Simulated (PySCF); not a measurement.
# Interval between two levels of Nb by level of theory

Nb [Kr] 4d4 5s1 [6D9/2, M_J = 9/2] → Nb [Kr] 4d3 5s1 5p1 [6G13/2, M_J = 13/2], as a difference of total energies. All numbers are calculated (PySCF 2.14, the two-component X2C-1e Hamiltonian, in x2c-SVPall-2c with one added diffuse shell each of s, p, d type (7s9p7d1f, 76 functions)). Correlated levels: [Ar] 3d10 frozen; the 6 highest virtual spinors dropped. "Screened" scales the spin-orbit matrix elements by Boettger's factors to mimic the two-electron term; Breit and QED terms are absent.

```
                    method  interval between two levels (cm⁻¹)
           GHF (spin-free)                               11574
          GMP2 (spin-free)                               15714
 GHF (screened spin-orbit)                               12286
GMP2 (screened spin-orbit)                               16454
```

The labels give the starting determinants; with spin-orbit coupling the two ends relaxed to ⟨J²⟩ = 24.76, ⟨L²⟩ = 6.03, ⟨S²⟩ = 8.75 and ⟨J²⟩ = 48.77, ⟨L²⟩ = 20.05, ⟨S²⟩ = 8.75.
